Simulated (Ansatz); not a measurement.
```yaml
crystal:
  periodic: [false, false, false]
  atoms:
    - {symbol: Ge, position_ang: [-0.144982, 0.008617, 0.042729]}
    - {symbol: H, position_ang: [-0.034308, 0.007270, 1.540568]}
    - {symbol: F, position_ang: [1.681031, -0.085470, -0.613682]}
    - {symbol: F, position_ang: [-0.897091, 1.375289, -0.521733]}
    - {symbol: F, position_ang: [-0.817469, -1.497886, -0.482144]}
basis:
  gaussian: {orbitals: ANO-RCC-VTZP}
hamiltonian: {xc: {name: SPW92}}
```

```sh
$ ansatz run in.yaml --threads 2 --pin off --events-out ev --progress --plain --max-ram 32768MiB --backend cpu
```

Shortened log:

```
Functional definition: SPW92
1153 factors; their error is unknown
mean field evaluation 1: about -65145.4935 eV, gradient 6.2e1 eV
mean field evaluation 2: about -65108.9470 eV, gradient 1.7e2 eV
mean field evaluation 4: about -65150.4391 eV, gradient 1.2e1 eV
mean field evaluation 8: about -65150.6290 eV, gradient 1.8e-1 eV
mean field evaluation 16: about -65150.6078 eV, gradient 9.9e-5 eV
mean field -65150.60781447 eV, -2394.2406765136 hartree, gradient 1.2e-5 eV, S^2 0.000000; 0 other end points of the search recorded, 0 dependent functions left out
reference -65150.60787746 eV, -2394.2406788286 hartree; 30, 30 occupied and 117, 117 virtual orbitals, 1153 factors
Total energy: -65150.60787746 eV, -2394.2406788286 hartree
Relativity: scalar
```

Hardware: 2 threads of AMD EPYC 7R13 on a shared host. Wall time 1.7 s.

DK, ANO-RCC and x2c sets are all-electron and run with scalar relativity unless a key says otherwise.
